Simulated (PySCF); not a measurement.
**A survey of 29Si NMR shifts**

[PySCF 2.14: geometry: GFN2-xTB; σ from GIAO-PBE0/pcSseg-1; gas phase; equivalent nuclei averaged; non-relativistic Hamiltonian; one computed conformer]

Shieldings were converted by a linear fit to measured shifts: 29Si: δ = 279.94 − 0.822σ (rms 8.9 ppm, 72 shifts, 25.8 ppm with the 6 outliers that the fit left out vs TMS, solution or neat liquid). A few per cent of atoms miss by over 2 rms, more outside the fitted compound classes.

Problem. Give the 29Si shifts of `C=CCN(C)[SiH2]P`.

Solution. 
| compound | environment | δ (ppm) |
| --- | --- | --- |
| C=CCN(C)[SiH2]P | silicon bonded to N, P, 2 H | -32.5 |

Problem. Match the shifts 3.9, -9.6, -26.9, -69.8 ppm to `F/C=C/O[SiH2]CF`, `C=C=C1CCC[Si@@H]1Cl`, `O=C[C@@H](F)C[SiH2]F`, `C#CC/C(Cl)=C(/C)[SiH3]`.

Solution. 3.9: C=C=C1CCC[Si@@H]1Cl (silicon bonded to 2 C, Cl, H, in a 5-membered ring); -9.6: O=C[C@@H](F)C[SiH2]F (silicon bonded to C, F, 2 H); -26.9: F/C=C/O[SiH2]CF (silicon bonded to C, O, 2 H); -69.8: C#CC/C(Cl)=C(/C)[SiH3] (silicon bonded to C, 3 H).
